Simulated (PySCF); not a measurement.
Bond curve of RbF

Set-up: Rb def2-SVP with ECP28, F def2-SVP; scalar-relativistic core potentials (PySCF 2.14). Energies in eV from Rb + F in their ground configurations at the same level. State: ¹Σ⁺ (singlet), closed shell.

All columns are B2PLYP. A positive dipole means Rb(−)F(+).

| R (Å) | E (eV) | μ (D) | Mulliken charge on Rb (basis-dependent) | HOMO (eV) | LUMO (eV) | Mayer bond order | ⟨S²⟩ |
| --- | --- | --- | --- | --- | --- | --- | --- |
| 1.985 | -3.482 | -6.82 | 0.66 | -7.59 | -0.48 | 0.58 | 0.00 |
| 2.077 | -3.926 | -7.40 | 0.68 | -7.56 | -0.56 | 0.58 | 0.00 |
| 2.170 | -4.168 | -7.95 | 0.69 | -7.48 | -0.63 | 0.57 | 0.00 |
| 2.239 | -4.255 | -8.35 | 0.69 | -7.39 | -0.68 | 0.56 | 0.00 |
| 2.308 | -4.283 | -8.73 | 0.70 | -7.28 | -0.73 | 0.56 | 0.00 |
| 2.377 | -4.267 | -9.10 | 0.71 | -7.12 | -0.78 | 0.55 | 0.00 |
| 2.470 | -4.196 | -9.57 | 0.71 | -6.90 | -0.85 | 0.54 | 0.00 |
| 2.585 | -4.055 | -10.15 | 0.72 | -6.66 | -0.92 | 0.54 | 0.00 |
| 2.723 | -3.839 | -10.81 | 0.72 | -6.39 | -1.02 | 0.53 | 0.00 |
| 2.908 | -3.512 | -11.65 | 0.73 | -6.08 | -1.13 | 0.52 | 0.00 |

A fit through these points gives, at Re = 2.314 Å, μ = -8.76 D and dμ/dR = -5.40 D/Å; the reduced mass is 15.52 u.

How strong is the fundamental in the double-harmonic approximation, I = 42.26·(dμ/dR)²/μred km/mol?

I = 42.26·(-5.40)²/15.52 = 79.4 km/mol at B2PLYP.

Correlated steps freeze 1 core orbital. B2PLYP dipoles, levels and charges come from its SCF part alone.
